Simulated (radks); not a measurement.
Results of a calculation; reference values are marked as such.
Charge is removed step by step from the 5d3/2 level of the hafnium ion Hf2+, starting from [Xe] 4f14 5d(3/2: 2, 5/2: 0). Code: a radial shooting solver on a logarithmic mesh with Libxc functionals. Model: Dirac Kohn-Sham, PBE, spin-unpolarised, spherical densities, finite nucleus; Fermi nuclear charge, rms radius 5.347 fm.

[
 {"removed (e)": "0", "E - E(0) (eV)": "0.000", "eigenvalue (eV)": "-16.901", "E minus straight line (eV)": "0.000"},
 {"removed (e)": "0.25", "E - E(0) (eV)": "4.536", "eigenvalue (eV)": "-19.401", "E minus straight line (eV)": "-0.978"},
 {"removed (e)": "0.5", "E - E(0) (eV)": "9.709", "eigenvalue (eV)": "-21.998", "E minus straight line (eV)": "-1.320"},
 {"removed (e)": "0.75", "E - E(0) (eV)": "15.542", "eigenvalue (eV)": "-24.682", "E minus straight line (eV)": "-1.001"},
 {"removed (e)": "1", "E - E(0) (eV)": "22.057", "eigenvalue (eV)": "-27.448", "E minus straight line (eV)": "0.000"}
]

Removing the whole electron costs 22.057 eV by Delta-SCF, against 16.901 eV from minus the eigenvalue at the starting occupation. Slater's transition state (half an electron removed) gives 21.998 eV. Integrating minus the eigenvalue over the occupation (Janak's theorem) gives 22.057 eV. The mean slope of the eigenvalue, de/dn, is 10.5 eV per electron. Ionisation energy of Hf2+ in the NIST Atomic Spectra Database: 22.55 eV (theoretical).

Beside tabulated values, note that spin-unpolarised runs miss the spin-polarisation part of the exchange energy of open shells.
